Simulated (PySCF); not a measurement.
C₆H₁₂O₂ (charge +1 and doublet state).
Geometry (GFN2-xTB, Å), atoms numbered from 1 in this order:
```xyz
20
C6H12O2 angstrom
C     -2.5791    0.1623   -1.3715
C     -1.5254    0.1272   -0.5338
C     -1.6796    0.1007    0.9465
O     -3.0003    0.1627    1.3397
C     -0.1155    0.1099   -1.0369
O      0.7844    0.0311    0.0184
C      2.1595    0.0646   -0.2889
C      2.9583   -0.4574    0.8886
H     -3.5804    0.1744   -0.9738
H     -2.4619    0.1798   -2.4416
H     -1.0758    0.9319    1.3647
H     -1.1694   -0.8089    1.3234
H     -3.0860    0.1343    2.3013
H      0.0613    1.0131   -1.6497
H      0.0117   -0.7407   -1.7315
H      2.3680   -0.5156   -1.1989
H      2.4537    1.1071   -0.4989
H      2.7357    0.1099    1.7888
H      2.7163   -1.5014    1.0763
H      4.0192   -0.3743    0.6748
```

The hyperfine couplings belong to this conformer and change with its torsions.

The species is `[CH2+][C](CO)COCC` [radical] (charge +1).

The calculation used UKS B3LYP, pcH-1 on C H O, non-relativistic, mean-field spin-orbit, GIAO in PySCF 2.14.0. Isolated species at its GFN2-xTB geometry (one conformer only). The geometry wasn't refined by DFT: couplings that depend on bond lengths, twists or pyramidal angles can differ widely from those at the functional's own minimum, by a factor of two or more for some ions and for spin on atoms past the first row. No stability test was run, so a lower SCF solution isn't excluded.

**Question.** Give the principal g shifts and their parts.

**Answer.** 
| Δg (ppt) | 1 | 2 | 3 |
| --- | --- | --- | --- |
| relativistic mass correction | -0.19 | -0.19 | -0.19 |
| gauge correction | 0.00 | 0.04 | 0.03 |
| orbital Zeeman/spin–orbit | 0.01 | 3.03 | 5.52 |
| total | -0.18 | 2.87 | 5.36 |

So g = 2.00214, 2.00519, 2.00768 and g_iso = 2.00501; the tensor is rhombic: the two nearest values differ by 45 % of g3 − g1. Axes: g2 points within 10° of the C1–H10 bond.

**Question.** What are the electron Larmor frequencies g μB B/h along the three axes at 3350 mT?

**Answer.** 93.8753, 94.0183, 94.1349 GHz for g1, g2 and g3, a range of 259.6 MHz.

**Question.** Average each term over the three axes. Which is largest in size?

**Answer.** The orbital-Zeeman/spin–orbit term 2.85, the mass correction -0.19 and the gauge correction 0.02 ppt, for a total of 2.69 ppt. The orbital-Zeeman/spin–orbit term is the largest in size. The mass correction is the same along every axis, so the anisotropy comes from the other two: their spans along these axes are 0.03 (gauge) and 5.51 ppt (orbital Zeeman/spin–orbit).

**Question.** At 33.821 GHz, how far is the centre of the isotropic spectrum from where a free electron (g = 2.002319) resonates?

**Answer.** B = hν/(g μB) with μB/h = 13.99624 MHz/mT gives 1206.82 mT for the free electron and 1205.20 mT at g_iso, 1.62 mT lower.

**Question.** In a frozen sample, at which fields do the three g values resonate at 9.5, 34, 94 and 263 GHz (hyperfine left aside), and which band first spreads them over more than twice a line width of 0.3 mT?

**Answer.** 
```tsv
band	GHz	B(g3) mT	B(g2) mT	B(g1) mT	spread mT
X	9.5	338.08	338.50	339.01	0.93
Q	34.0	1209.97	1211.47	1213.31	3.35
W	94.0	3345.20	3349.35	3354.45	9.25
J	263.0	9359.44	9371.05	9385.32	25.88
```

The spread grows in proportion to the frequency. X band is the first where it exceeds 0.6 mT.

The Mulliken spin populations are largest on C1 (+0.44), O6 (+0.21), C2 (+0.09) and O4 (+0.08).

The HOMO–LUMO gaps are 6.56 eV among the α and 1.72 eV among the β orbitals.

The SMILES draws the unpaired electron on C2; the largest computed Mulliken spin population is on C1 (0.44 against 0.09).
